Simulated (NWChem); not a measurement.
Molecule: BH2S2Cl; SMILES SB(S)Cl

```xyz
6

B      0.0000     0.0000     0.0097
Cl     0.0000     0.0000    -1.7522
S      1.6184     0.0000     0.7991
H      1.2034     0.0000     2.0838
S     -1.6184     0.0000     0.7991
H     -1.2034     0.0000     2.0838
```
Atoms are numbered in this order, from 1.

Coordinates come from a PBE0/def2-SVP optimisation.

Symmetry labels are those of C2v in the frame above (b1 and b2, or b-type labels, depend on it).

Q: List the 4 lowest vertical singlet excitations from CAM-B3LYP/def2-SVPD, TDA (NWChem).

A: 
| state | energy (eV) | oscillator strength | symmetry | leading excitation (squared amplitude) |
|---|---|---|---|---|
| S1 | 5.88 | 0.000 | a2 | HOMO → LUMO+1 (0.78) |
| S2 | 6.03 | 0.257 | b1 | HOMO → LUMO (0.93) |
| S3 | 6.48 | 0.000 | a2 | HOMO−2 → LUMO (0.97) |
| S4 | 6.71 | 0.009 | b2 | HOMO−1 → LUMO+1 (0.64) |
